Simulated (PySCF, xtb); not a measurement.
Al(Me)2(NH3) (C2H9AlN), SMILES [Al+](<-[NH3])([CH3])[CH3] (connectivity only; charge and spin as stated), charge +1, multiplicity 1.

Harmonic wavenumbers (cm⁻¹) from GFN2-xTB (xtb 6.7.1) at its own minimum, in rising order: 32, 92, 98, 145, 169, 207, 364, 425, 452, 539, 545, 578, 640, 651, 778, 1267, 1274, 1298, 1384, 1388, 1392, 1397, 1462, 1467, 2900, 2906, 2911, 2913, 2937, 2939, 3317, 3318, 3335.

Task: What does PBE-D3(BJ)/def2-SVP (PySCF) give at its own minimum? (Estimate from the structure and the level; the computed values follow.)

Result: 16, 51, 59, 156, 158, 160, 433, 552, 566, 575, 596, 683, 715, 718, 786, 1182, 1183, 1288, 1353, 1362, 1363, 1370, 1574, 1575, 2967, 2968, 3057, 3057, 3079, 3079, 3337, 3428, 3441. Paired by order, the mean absolute difference is 69 cm⁻¹ and the zero-point energies are 65.1 and 67.0 kcal/mol.
